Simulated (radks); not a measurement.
Numerical settings for the vanadium ion V+, [Ar] 3d4. Calculated with a radial shooting solver on a logarithmic mesh with Libxc functionals: non-relativistic Kohn-Sham, TPSS, spin-polarised, spherical densities, point nucleus; open shells are filled with parallel spins first; meta-GGA in the generalised Kohn-Sham scheme. The defaults (mesh step 0.008 in ln r, mesh end at 40 bohr or more with all orbitals vanishing there, Anderson mixing 0.5 over 9 steps, residual threshold near 1e-9 with the energy settled to 1e-9 hartree or 1e-11 of itself, here a cap of 67 iterations) give E = -943.699 hartree and 3d at -9.734 eV in 13 iterations. Run on one thread of a shared host, so times are rough (Arm Neoverse N1): 0.2 s of CPU time, 0.2 s wall, 13 iterations on 2476 mesh points. Changes against that run (0 stands for a change within the tolerance of the run):

mesh step in ln r 0.05: iterations 12; converged yes; E (mhartree) -0.00256; e(3d) (meV) +0.00959; CPU (s) 0.05
mesh step in ln r 0.02: iterations 12; converged yes; E (mhartree) 0; e(3d) (meV) +0.0136; CPU (s) 0.09
mesh step in ln r 0.005: iterations 14; converged yes; E (mhartree) 0; e(3d) (meV) -0.012; CPU (s) 0.32
mesh end (bohr) 400: iterations 13; converged yes; E (mhartree) 0; e(3d) (meV) 0; CPU (s) 0.2
mesh end (bohr) 2: iterations 10; converged level above zero; E (mhartree) +3.45e+03; e(3d) (meV) +3.4e+04; CPU (s) 0.12
residual threshold 0.01: iterations 8; converged yes; E (mhartree) +0.00505; e(3d) (meV) -27.4; CPU (s) 0.14
residual threshold 1e-16: iterations 67; converged no; E (mhartree) 0; e(3d) (meV) 0; CPU (s) 0.72
mixing 1: iterations 10; converged yes; E (mhartree) 0; e(3d) (meV) -0.00909; CPU (s) 0.16
linear mixing, mixing 1: iterations 67; converged no; E (mhartree) +6.8e+03; e(3d) (meV) -1.04e+05; CPU (s) 1.4
linear mixing, mixing 0.8: iterations 67; converged no; E (mhartree) +1.24e+03; e(3d) (meV) -2.34e+04; CPU (s) 1.1
mixing history 3: iterations 13; converged yes; E (mhartree) 0; e(3d) (meV) -0.00339; CPU (s) 0.19
iteration cap 8: iterations 8; converged no; E (mhartree) 0; e(3d) (meV) -2.53; CPU (s) 0.12

Settled on a wrong energy, with an occupied level pushed above zero by the early mesh end: mesh end (bohr) 2 (+3.45 hartree). Apart from these: no run marked as converged misses the energy by more than 1 mhartree. A mesh that ends early acts as a hard wall.
